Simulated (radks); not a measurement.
Values are calculated unless marked as measured or tabulated.
Valence configurations of neutral mercury. Level of theory: scalar-relativistic Kohn-Sham, PBE, spin-unpolarised, spherical densities, finite nucleus; Fermi nuclear charge, rms radius 5.4648 fm (a radial shooting solver on a logarithmic mesh with Libxc functionals). Energies are relative to [Hg]; eigenvalues in eV.

valence                     E (eV)    e(4f)    e(5d)   e(6p)    e(6s)
[Hg]                         0.000  -95.902   -9.866       -   -6.811
[Xe] 4f14 5d10 6s1.5 6p0.5   2.944  -97.089  -11.024  -1.625   -7.663
[Xe] 4f14 5d9.5 6s2 6p0.5    4.796  -98.783  -12.163  -1.781   -8.117
[Xe] 4f14 5d10 6s1 6p1       6.031  -98.137  -12.036  -2.078   -8.383
[Xe] 4f14 5d9 6s2 6p1       10.376  -101.57  -14.313  -2.385   -9.263
[Xe] 4f14 5d10 6p2          12.558  -100.01  -13.818  -2.870        -
[Xe] 4f13.5 5d10 6p2.5      63.161  -108.57  -16.394  -3.368        -
[Xe] 4f13 5d10 6s2 6p1      103.07  -113.72  -15.630  -2.375   -9.356
[Xe] 4f12 5d10 6s2 6p2      223.02  -132.10  -21.427  -3.495  -11.596
[Xe] 4f12 5d10 6p4          239.91  -135.50  -24.567  -4.823        -

NIST lists [Hg] as the ground configuration; this level of theory agrees among the configurations tried. The energies are those of spherical spin-averaged densities, not of single terms.
